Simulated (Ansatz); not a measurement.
Stepwise reaction of `C[SiH](O)O` with hydrogen chloride, as a gas-phase model of exchange steps in deposition or etching. ΔE in kJ/mol; ΔG adds harmonic PBE0-D4 terms to CCSD(T)/CBS, at 1 bar.

Program: Ansatz. Geometries: PBE0-D4/def2-TZVP. ΔE: electronic, gas phase. CBS: MP2 limit from def2 TZ/QZ plus the TZ coupled-cluster correction, frozen cores. This one scheme is used for every species. Functionals use def2-TZVPP. B3LYP here is the variant with VWN-RPA as its local correlation; programs differ in this. Each species was taken in one conformer, which may not be the lowest.

```csv
step,reaction,PBE-D4,B3LYP-D4,ωB97M-V,CCSD(T)/CBS,ΔG(500 K)
1,`C[SiH](O)O` + HCl → `C[SiH](O)Cl` + H₂O,-5.3,1.7,0.6,-1.2,0.7
```

Question: Give the row of step 2, `C[SiH](O)Cl` + HCl → `C[SiH](Cl)Cl` + H₂O. (An estimate is asked.)

Answer: The calculation gave: 
```
step                                    reaction  PBE-D4  B3LYP-D4  ωB97M-V  CCSD(T)/CBS  ΔG(500 K)
   2  `C[SiH](O)Cl` + HCl → `C[SiH](Cl)Cl` + H₂O    -4.0       3.4      2.1         -0.3        4.4
```

Question: By hand: ΔE of the 2 steps together at CCSD(T)/CBS.

Answer: (-1.2) + (-0.3) = -1.5 kJ/mol, or -0.8 kJ/mol a step.

In ΔE the steps differ by no more than 0.9 kJ/mol. ΔG lies between 0.7 and 4.4 kJ/mol a step. PBE-D4 differs from CCSD(T)/CBS by -4.1 to -3.7 kJ/mol a step. Isolated molecules leave out the surface, adducts and barriers. Largest T1 diagnostic: 0.011.
